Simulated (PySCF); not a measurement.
C2HF2, SMILES FC(F)=[CH], multiplicity 2.

Geometry optimised at PBE0-D3(BJ)/def2-TZVP. The isomer is the one that the SMILES or the coordinates give; other isomers of the formula were not compared.

Method: TDA-PBE0/def2-SVPD run with PySCF 2.14.0.

Vertical excitations. The molecule is in vacuum.

Task: Give excitation energies, oscillator strengths and character. (Estimate from the structure and the level; the computed values follow.)

Result: 
```json
[
 {"state": "root 1", "energy (eV)": "2.10", "λ (nm)": "590", "f": "0.001", "main pairs": "β HOMO→LUMO 99 %"},
 {"state": "root 2", "energy (eV)": "4.95", "λ (nm)": "251", "f": "0.000", "main pairs": "α HOMO→LUMO 46 %, β HOMO→LUMO+1 51 %"},
 {"state": "root 3", "energy (eV)": "6.49", "λ (nm)": "191", "f": "0.003", "main pairs": "α HOMO−1→LUMO 98 %"},
 {"state": "root 4", "energy (eV)": "7.22", "λ (nm)": "172", "f": "0.006", "main pairs": "α HOMO→LUMO+1 13 %, β HOMO→LUMO+2 84 %"},
 {"state": "root 5", "energy (eV)": "7.50", "λ (nm)": "165", "f": "0.001", "main pairs": "β HOMO−2→LUMO 57 %, β HOMO−1→LUMO 32 %"},
 {"state": "root 6", "energy (eV)": "7.66", "λ (nm)": "162", "f": "0.037", "main pairs": "α HOMO→LUMO+1 85 %, β HOMO→LUMO+2 13 %"},
 {"state": "root 7", "energy (eV)": "7.75", "λ (nm)": "160", "f": "0.006", "main pairs": "β HOMO−1→LUMO 60 %, β HOMO−2→LUMO 27 %"},
 {"state": "root 8", "energy (eV)": "7.95", "λ (nm)": "156", "f": "0.036", "main pairs": "α HOMO−1→LUMO+1 91 %"},
 {"state": "root 9", "energy (eV)": "8.27", "λ (nm)": "150", "f": "0.001", "main pairs": "α HOMO→LUMO+2 19 %, β HOMO→LUMO+3 70 %"},
 {"state": "root 10", "energy (eV)": "8.34", "λ (nm)": "149", "f": "0.001", "main pairs": "β HOMO−3→LUMO 98 %"}
]
```
Unrestricted roots are not spin-pure.
